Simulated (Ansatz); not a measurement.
`C[N](C)[Ge]([F])([F])[F]` + H₂ → `[F][GeH]([F])[F]` + `CNC` at 298.15 K and 1 bar (hydrogenolysis of a Ge–N bond).

Isolated molecules relaxed with PBE0-D4/def2-TZVP in Ansatz; ΔE leaves out vibrations. CCSD(T)/CBS adds triple-zeta CCSD(T) − MP2 to the extrapolated MP2 energy (def2 sets, frozen cores). This one scheme is used for every species. For Ge outer-core shells are correlated without core-valence functions, which leaves a few kJ/mol of doubt a bond. Scalar relativity is left out up to krypton. Each species was taken in one conformer, which may not be the lowest.

| species | CCSD(T)/CBS energy (Eh) | H − E (kJ/mol) | S (J/(mol·K)) |
| --- | --- | --- | --- |
| `C[N](C)[Ge]([F])([F])[F]` | -2510.03269 | 263.5 | 406.1 |
| H₂ | -1.17544 | 35.1 | 130.4 |
| `[F][GeH]([F])[F]` | -2376.20168 | 55.1 | 294.6 |
| `CNC` | -135.00321 | 256.9 | 271.4 |

H − E and S are ideal-gas, rigid-rotor, harmonic terms from PBE0-D4/def2-TZVP, for one conformer and one mirror image of each species. The MP2-based limit puts H₂ 0.8 mEh under its directly extrapolated value; such offsets cancel only in part. 1 Eh = 2625.50 kJ/mol, R = 8.31446 J/(mol·K).

Problem. By hand: ΔE, ΔH, ΔS and ΔG.

Solution. ΔE = (-2376.20168) + (-135.00321) − (-2510.03269) − (-1.17544) = 0.00324 Eh = 8.5 kJ/mol. Δ(H − E) = 55.1 + 256.9 − 263.5 − 35.1 = 13.4, so ΔH = 21.9 kJ/mol. ΔS = 294.6 + 271.4 − 406.1 − 130.4 = 29.5 J/(mol·K). ΔG = 21.9 − 298.15 × (29.5)/1000 = 13.1 kJ/mol.

Problem. By hand: the equilibrium constant, and the temperature at which ΔG would vanish if ΔH and ΔS stayed fixed.

Solution. log₁₀ K = −ΔG/(RT ln 10) = -2.3. ΔG = 0 at ΔH/ΔS = 742 K.

TΔS isn't small against ΔH here. A doubt of 5 kJ/mol in ΔE shifts log₁₀ K by 0.9 here. Other conformers and mirror images would add mixing entropy, several J/(mol·K) or more a flexible species. Modes under 60 cm⁻¹, often nearly free rotors, make the harmonic entropy too high. These are equilibria of isolated gas molecules and say nothing of rates. Largest T1 diagnostic: 0.012 (customary marks: 0.02 for closed shells, 0.045 for open ones).
